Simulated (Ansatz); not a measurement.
```yaml
crystal:
  periodic: [false, false, false]
  atoms:
    - {symbol: C, position_ang: [-1.053633, -3.016587, 1.025802]}
    - {symbol: C, position_ang: [-0.971534, -2.342821, 2.057069]}
    - {symbol: C, position_ang: [-1.120708, -1.269162, 2.071797]}
    - {symbol: C, position_ang: [-1.382748, -0.534543, 1.015355]}
    - {symbol: C, position_ang: [-1.334178, 1.011224, 1.163336]}
    - {symbol: C, position_ang: [0.050061, 1.434929, 1.148861]}
    - {symbol: C, position_ang: [1.074808, 1.396334, -0.168560]}
    - {symbol: C, position_ang: [0.671877, 2.153853, -1.467954]}
    - {symbol: C, position_ang: [1.069687, 2.011573, -2.131662]}
    - {symbol: C, position_ang: [2.126814, 0.692106, -2.719209]}
    - {symbol: C, position_ang: [2.147175, 0.060480, -1.548307]}
    - {symbol: C, position_ang: [1.743917, 0.429438, -0.110691]}
    - {symbol: C, position_ang: [-1.310945, -1.092193, -0.172787]}
    - {symbol: C, position_ang: [-1.259142, -2.514521, -0.184109]}
    - {symbol: H, position_ang: [-1.144452, -3.929630, 1.186152]}
    - {symbol: H, position_ang: [-0.994233, -2.976663, 3.492984]}
    - {symbol: H, position_ang: [-0.824388, -0.798417, 3.225934]}
    - {symbol: H, position_ang: [-1.977701, 1.582830, 0.353859]}
    - {symbol: H, position_ang: [-1.660635, 1.459751, 1.910218]}
    - {symbol: H, position_ang: [0.058805, 2.789515, 0.831665]}
    - {symbol: H, position_ang: [0.777005, 1.385936, 1.969516]}
    - {symbol: H, position_ang: [-0.171624, 2.979605, -1.084658]}
    - {symbol: H, position_ang: [1.050351, 2.328731, -3.605731]}
    - {symbol: H, position_ang: [2.587415, 0.638710, -3.571221]}
    - {symbol: H, position_ang: [3.056368, -0.872300, -1.564435]}
    - {symbol: H, position_ang: [1.844624, -0.091039, 0.628248]}
    - {symbol: H, position_ang: [-1.407098, -0.350346, -1.261097]}
    - {symbol: H, position_ang: [-1.444319, -2.754682, -1.178573]}
basis:
  gaussian: {orbitals: def2-TZVPD}
hamiltonian: {xc: {name: HF}}
correlation: {method: mp2, frozen_orbitals: {C: 9}}
output: {forces: true}
```

```sh
$ ansatz run in.yaml --threads 10 --pin off --events-out ev --progress --plain --max-ram 110592MiB --backend cuda --devices 0, --max-vram 75GiB
```

Output, abridged:

```
Functional definition: HF
Error: "frozen_orbitals" has no count for H
```

Question: What is wrong with this run?

Answer: Frozen orbitals are typed for one element alone, and the program wants a count for each. The program refused the input.
